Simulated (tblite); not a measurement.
C₈H₁₄OSi.
SMILES with atom numbers: `[CH:1]1=[CH:2][Si:3]2([CH2:4][CH2:5]1)[CH2:6][CH2:7][O:8][CH2:9][CH2:10]2` (hydrogens: H11 on C1; H12 on C2; H13, H14 on C4; H15, H16 on C5; H17, H18 on C6; H19, H20 on C7; H21, H22 on C9; H23, H24 on C10)

Computed with GFN2-xTB (tblite), gas phase: L-BFGS steps from a force-field or distance-geometry start until the largest atomic force falls under 0.01 eV/Å.

Geometry at step 7:
```
atom  x, y, z in Å
C1      2.8133    0.3958    0.6047
C2      1.7182    0.6118    1.3169
Si3     0.2027    0.1686    0.3175
C4      1.2338   -0.1577   -1.2548
C5      2.6967   -0.1434   -0.7867
C6     -0.7749   -1.3370    0.9365
C7     -2.1217   -1.3739    0.2140
O8     -2.8692   -0.1859    0.3336
C9     -2.3866    0.9024   -0.4195
C10    -1.1070    1.5275    0.1337
H11     3.8194    0.5618    0.9714
H12     1.7602    0.9879    2.3238
H13     1.0765    0.6288   -1.9923
H14     0.9931   -1.0957   -1.7530
H15     3.3210    0.4407   -1.4659
H16     3.1026   -1.1579   -0.7975
H17    -0.2504   -2.2794    0.7770
H18    -0.9661   -1.2410    2.0047
H19    -1.9656   -1.6006   -0.8520
H20    -2.7674   -2.1395    0.6515
H21    -2.2145    0.5811   -1.4577
H22    -3.2041    1.6282   -0.3957
H23    -1.3345    1.9517    1.1101
H24    -0.7870    2.3453   -0.5129
```

Problem. Give the atomic forces at this geometry.

Solution. 
| atom | Fx (eV/Å) | Fy (eV/Å) | Fz (eV/Å) |
| --- | --- | --- | --- |
| C1 | 0.200 | -0.050 | -0.116 |
| C2 | 0.027 | 0.036 | 0.035 |
| Si3 | 0.046 | 0.004 | -0.029 |
| C4 | -0.005 | 0.020 | -0.044 |
| C5 | -0.024 | -0.045 | -0.061 |
| C6 | -0.088 | -0.030 | 0.047 |
| C7 | -0.045 | 0.044 | 0.008 |
| O8 | 0.098 | 0.037 | 0.044 |
| C9 | -0.004 | -0.016 | 0.020 |
| C10 | -0.087 | 0.051 | 0.062 |
| H11 | -0.043 | 0.026 | 0.024 |
| H12 | 0.004 | -0.003 | 0.031 |
| H13 | 0.019 | 0.010 | 0.009 |
| H14 | 0.056 | 0.006 | 0.026 |
| H15 | 0.024 | 0.051 | 0.005 |
| H16 | 0.025 | -0.042 | 0.047 |
| H17 | -0.066 | 0.024 | 0.006 |
| H18 | 0.013 | -0.038 | 0.020 |
| H19 | -0.003 | -0.038 | 0.002 |
| H20 | -0.010 | -0.080 | -0.043 |
| H21 | -0.046 | 0.025 | -0.044 |
| H22 | -0.018 | 0.016 | -0.088 |
| H23 | 0.003 | 0.051 | 0.025 |
| H24 | -0.076 | -0.058 | 0.014 |

The largest, 0.24 eV/Å, acts on C1; the rms over all components is 0.049 eV/Å. The forces sum to zero within rounding, as they must for an isolated molecule in no field.

Problem. Give the force on C1 in Eh/bohr and in nN.

Solution. 0.237 eV/Å ÷ 51.422 = 0.00460 Eh/bohr, and 0.237 eV/Å × 1.602 = 0.38 nN.

Problem. How far is this geometry from the end of the optimisation?

Solution. 0.010 eV above it, and 0.018 Å rms away after alignment. The bonds farthest from their final lengths, with half the difference of the two atoms' forces along the bond (positive lengthens):

```tsv
bond	now (Å)	final (Å)	force along bond (eV/Å)
Si3–C10	1.896	1.906	+0.06
Si3–C6	1.899	1.908	+0.06
Si3–C4	1.908	1.915	-0.01
C2–Si3	1.869	1.874	+0.01
C1=C2	1.324	1.326	+0.12
O8–C9	1.409	1.407	-0.03
```

The angle farthest from its final value is C6–Si3–C10, 104.1° against 103.1°.

What follows is the cost of the whole relaxation. Time: 0.48 s of wall time. Hardware: one thread, Arm Neoverse N1 (aarch64), shared host with 64 logical CPUs at a one-minute load of 60.
